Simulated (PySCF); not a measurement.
Choosing a basis for TDDFT

C3H5GeNO.
Atom-mapped SMILES: `[GeH3:1][c:2]1[cH:3][cH:4][n:5][o:6]1` (hydrogens: H7, H8, H9 on Ge1; H10 on C3; H11 on C4)

TDDFT with PBE0 (PySCF), vertical singlets, core orbitals frozen in the response, spherical d and f functions. Isolated species at its PBE0-D3(BJ)/def2-SVP geometry, gas phase. Relativistic effects, spin–orbit coupling among them, are left out although an element past zinc is present.

Question: Compare 6-31G*, def2-SVP, def2-SVPD and def2-TZVP for this molecule.

Answer: 

| basis | functions | diffuse | S1 (eV) | S2 (eV) | S3 (eV) | S4 (eV) | S5 (eV) | LUMO (eV) | α (au) |
| --- | --- | --- | --- | --- | --- | --- | --- | --- | --- |
| 6-31G* | 112 | no | 6.39 | 6.48 | 7.07 | 7.29 | 7.83 | -0.43 | 61.2 |
| def2-SVP | 127 | no | 6.25 | 6.45 | 7.04 | 7.47 | 7.73 | -0.68 | 64.6 |
| def2-SVPD | 181 | yes | 6.24 | 6.29 | 6.92 | 6.95 | 7.30 | -0.86 | 74.0 |
| def2-TZVP | 233 | no | 6.28 | 6.29 | 6.90 | 7.28 | 7.57 | -0.78 | 72.3 |

States are compared by their number. Against the only diffuse basis here (def2-SVPD, itself not a converged limit), sets without diffuse functions differ by up to 0.15 eV in S1 and 0.54 eV in S5. S1 is led by HOMO-2→LUMO (98%) in 6-31G* and by HOMO-2/HOMO-1→LUMO (≥97%) in def2-SVPD. S1 is led by HOMO-1→LUMO (97%) in def2-SVP and by HOMO-2/HOMO-1→LUMO (≥97%) in def2-SVPD. State by state, the largest deviation of a set without diffuse functions is S1 0.15, S2 0.18, S3 0.14, S4 0.51, S5 0.54 eV. The same number needn't mean the same state in each row. Against def2-SVPD the polarisability deviates by -17% in 6-31G*, -13% in def2-SVP, -2% in def2-TZVP.
